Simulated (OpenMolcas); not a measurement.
# Al: CASPT2 settings compared

| Property | Result |
| --- | --- |
| Program | OpenMolcas |
| Basis | ANO-L-VQZP [6s5p3d2f] |
| Scalar Hamiltonian | non-relativistic, point nucleus |
| Active space | 3 electrons in 8 orbitals (3s 3p 4s 4p) |
| State averaging | 2S+1 = 4 odd, 3 roots (0 in the spin-orbit step); 2S+1 = 2 odd, 3 roots kept (CI in the orbitals of an earlier block); 2S+1 = 4 even, 3 roots; 2S+1 = 2 even, 5 roots kept (CI in the orbitals of an earlier block, 0 in the spin-orbit step) |
| Spin-orbit coupling | state interaction with AMFI integrals over the reference wave functions, term energies averaged over their components |

Methods on the same reference wave functions:
A. CASSCF
B. SS-CASPT2, IPEA 0.75 Eh, sigma1 regulariser 0.15 Eh (closed shells correlated: 2s 2p)
C. SS-CASPT2, IPEA 0.35 Eh, imaginary shift 0.5 Eh (closed shells correlated: none)
D. XMS-CASPT2, IPEA 0.15 Eh, imaginary shift 0.3 Eh (closed shells correlated: 2s 2p)

Energies in cm⁻¹ above 3s² 3p ²P°_1/2, the measured ground level; measured values from NIST Handbook of Basic Atomic Spectroscopic Data.

| Level | A | B | C | D | Measured |
| --- | --- | --- | --- | --- | --- |
| 3s² 3p ²P°_1/2 | 0.0 | 0.0 | 0.0 | 0.0 | 0.0 |
| 3s² 3p ²P°_3/2 | 83.8 | 83.8 | 83.8 | 83.8 | 112 |
| 3s 3p² ⁴P_1/2 | 23260 | 26298 | 26218 | 26922 | 29020 |
| 3s 3p² ⁴P_3/2 | 23297 | 26334 | 26255 | 26958 | 29067 |
| 3s 3p² ⁴P_5/2 | 23359 | 26396 | 26317 | 27020 | 29143 |

Deviations, from unrounded energies. A percentage is the sum of absolute deviations over the sum of measured energies, with the sign that they share, or ± where signs differ.

```
                  Against measurement  Levels      A      B      C      D
       mean absolute deviation (cm-1)       4   4300   2100   2100   1600
fine structure of the ground term (%)       1  -25.2  -25.2  -25.2  -25.2
             other configurations (%)       3  -19.8   -9.4   -9.7   -7.3
```

D lies closest to measurement on these levels and A furthest from it. The largest miss of D in the table is 3s 3p² ⁴P_5/2, by -2100 cm-1. The ranking rests on the paired levels alone, and a cruder setting can come out closer through cancelling errors.

Among B to D the level of the table that moves most is 3s 3p² ⁴P_1/2, by 700 cm-1 (lowest in C, highest in D).

The lowest spin-free term lies below A's lowest term by 0.046 hartree in B, 0.023 hartree in C, 0.052 hartree in D.

Terms from blocks run as CI alone lack orbitals of their own. Active for correlation alone: 4p 4s; no level in the range computed is led by a configuration that fills them, so any true level of that kind is missing. Terms of s pⁿ other than that of highest spin mix with s² pⁿ⁻² d, which this space lacks; all of them can be thousands of cm-1 off, and some have no real level of that name. Without dynamic correlation excited terms often stand tens of per cent too high (terms of higher spin than the ground term too low), and those without a measured partner can miss by more than the paired ones (holds for A). Measured partners are found by configuration, term and J. A level has none where our copy of the source lacks it or the pairing is in doubt (some pairs that miss far off the trend of their configuration count as doubtful), and it then counts in no deviation. Only configurations of the active space appear.

° marks odd parity.
